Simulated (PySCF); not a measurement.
5-methylidene-2H-1,3-oxazole (C4H5NO), SMILES C=C1C=NCO1. Atoms are numbered in the order given.

```xyz
11

C      0.0550    -2.1109     0.0000
C      0.0144    -0.7747     0.0000
C     -1.1604     0.1268     0.0000
N     -0.8290     1.3558     0.0000
C      0.6148     1.3948     0.0000
O      1.0959     0.0490     0.0000
H     -0.8786    -2.6758     0.0000
H      1.0051    -2.6482     0.0000
H     -2.2016    -0.2135     0.0000
H      0.9843     1.9196    -0.8980
H      0.9843     1.9196     0.8980
```

Geometry optimised at ωB97X-D3(BJ)/def2-SVP. The values are those of a single conformer.

Calculation: PySCF with PBE/pcSseg-1.

GIAO shieldings, no solvent; atoms listed in one row are averaged. δ = σ(ref) − σ: ¹³C against TMS (σ = 182.0 ppm); ¹⁵N against NH3 (σ = 267.0 ppm); ¹⁷O against H2O (σ = 334.3 ppm); ¹H against TMS (σ = 31.49 ppm), references at their B3LYP-D3(BJ)/def2-TZVP geometries, non-relativistic.

Estimate the chemical shifts. (The exact figures need the calculation; the answer reports its results.)


```tsv
nucleus	atoms	count	δ (ppm)
¹³C	C2	1	168.3
¹³C	C3	1	162.8
¹³C	C5	1	108.6
¹³C	C1	1	86.0
¹⁵N	N4	1	372.4
¹⁷O	O6	1	182.3
¹H	H9	1	7.58
¹H	H10, H11	2	6.44
¹H	H8	1	4.92
¹H	H7	1	4.69
```
